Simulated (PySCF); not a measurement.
# Radiative rates from a computed spectrum

Compound: SnFMe3, C3H9FSn.
SMILES: `[CH3][Sn]([CH3])([CH3])[F]`

Theory: TDDFT B3LYP/def2-SVPD, vertical, gas phase, core orbitals frozen in the response, def2 core potentials past Kr (PySCF). Isolated species at its PBE0-D3(BJ)/def2-SVP geometry, gas phase. Spin–orbit coupling is left out.

Computed singlets with f of 0.002 or more:

| state | E (eV) | f |
| --- | --- | --- |
| S1 | 6.81 | 0.149 |
| S2 | 6.82 | 0.151 |
| S5 | 7.81 | 0.0021 |
| S6 | 7.83 | 0.041 |
| S7 | 7.83 | 0.044 |
| S8 | 7.85 | 0.014 |
| S9 | 8.42 | 0.151 |
| S10 | 8.43 | 0.150 |

Question: Turn these into Einstein A coefficients, radiative lifetimes, transition dipoles and integrated cross-sections.

Answer: A / s⁻¹ = 0.6670 f (ν̃ / cm⁻¹)² and τ = 1/A in vacuum; |μ| follows from f = (2/3) ΔE |μ|² (atomic units, 1 au = 2.5417 D); ∫σ dE = 109.76 f Mb·eV.

```tsv
state	A (s⁻¹)	τ	|μ| (D)	∫σ dE (Mb·eV)
S1	3.0×10⁸	3.3 ns	2.40	16
S2	3.0×10⁸	3.3 ns	2.41	17
S5	5.5×10⁶	180 ns	0.26	0.23
S6	1.1×10⁸	9.2 ns	1.17	4.5
S7	1.2×10⁸	8.6 ns	1.22	4.8
S8	3.9×10⁷	26 ns	0.70	1.6
S9	4.7×10⁸	2.2 ns	2.18	17
S10	4.6×10⁸	2.2 ns	2.17	16
```

Leading configurations: S1 H-1/H→L (98%); S2 H-1/H→L (98%); S5 H-1/H→L+2 (≥59%); S6 H-1/H→L+3 (≥59%); S7 H-1/H→L+3 (≥52%); S8 H-1/H→L+3 (≥49%); S9 H-1/H→L+4 (≥54%); S10 H-1/H→L+4 (≥51%) (H = HOMO, L = LUMO).

States that coincide in energy are taken one by one. The rates are for emission to S0 at the absorption energy, with no other channel.

Question: How much energy does a mole of photons resonant with S9 carry?

Answer: 8.421 eV × 96.485 = 813 kJ/mol (194 kcal/mol).

Question: Suppose S1 emitted 0.3 eV lower with the same transition dipole. How would A change?

Answer: At fixed |μ|, A goes as the cube of the energy: (6.51/6.81)³ = 0.87, which makes τ about 3.8 ns.

Question: What is the integrated cross-section of all computed states together?

Answer: Σf = 0.704 over S1 to S10, so 109.76 × Σf ≈ 77.2 Mb·eV.

All these states lie below the vertical ionisation energy of 10.04 eV (ΔSCF).
